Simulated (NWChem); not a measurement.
# BF

Program: NWChem. Each level has its own optimisation; frequencies are unscaled.

| level | basis functions | r B–F (Å) | highest harmonic frequency (cm⁻¹) | zero-point energy (kcal/mol) | dipole (D) |
|---|---|---|---|---|---|
| PBE/cc-pVDZ | 28 | 1.295 | ? | 1.8 | 1.09 |
| PBE/aug-cc-pVDZ | 46 | 1.300 | 1257 | 1.8 | 0.90 |
| PBE/cc-pVTZ | 60 | 1.275 | 1362 | 1.9 | 1.07 |
| PBE/aug-cc-pVTZ | 92 | 1.276 | 1348 | 1.9 | 1.01 |

Problem. Some entries are withheld; supply them.

Solution. 
- PBE/cc-pVDZ, highest harmonic frequency (cm⁻¹): 1294
